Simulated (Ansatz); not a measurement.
`[SiH3][SiH]([SiH3])[SiH3]`. The species carries charge 0 and has multiplicity 1.

```xyz
14

Si    0.330   -2.041    0.773
Si   -0.241    0.218    0.590
Si   -1.876    0.481   -1.059
Si    1.655    1.461    0.021
H     1.376   -2.240    1.812
H    -0.860   -2.860    1.130
H     0.860   -2.517   -0.533
H    -0.776    0.702    1.898
H    -1.339   -0.002   -2.360
H    -2.256    1.913   -1.205
H    -3.095   -0.305   -0.727
H     1.319    2.904   -0.122
H     2.190    0.968   -1.277
H     2.713    1.317    1.057
```

Q: What are the harmonic wavenumbers in cm⁻¹ at PBE0-D4/def2-TZVP (Ansatz, finite differences of forces, unscaled)? (Best estimate.)

A: Ansatz gave: 77, 83, 84, 95, 95, 105, 352, 420, 420, 450, 450, 457, 566, 568, 568, 697, 697, 861, 861, 900, 933, 936, 936, 939, 939, 942, 2190, 2211, 2211, 2216, 2222, 2222, 2222, 2225, 2225, 2228.

Q: Is this a minimum?

A: Yes, all 36 modes are real.

Q: Give the ideal-gas thermochemistry at 298.15 K and 1 bar (rigid rotor, harmonic oscillator; point group C3v, symmetry number 3).

A: Zero-point energy 218.9 kJ/mol; H(298) − E = 248.5 kJ/mol; entropy 408.8 J/(mol·K), of which translation 168.8, rotation 111.6, vibration 128.4; G(298) − E = 126.6 kJ/mol. Modes under 100 cm⁻¹ are hindered rotations or soft bends, so the harmonic entropy is rough.

Q: And at 400, 500, 600, 800 and 1000 K?

A: 
```csv
T (K),H − E (kJ/mol),S (J/mol/K),G − E (kJ/mol)
400,266.0,459.3,82.3
500,285.8,503.2,34.1
600,307.5,542.8,-18.2
800,355.6,611.8,-133.9
1000,408.3,670.6,-262.2
```
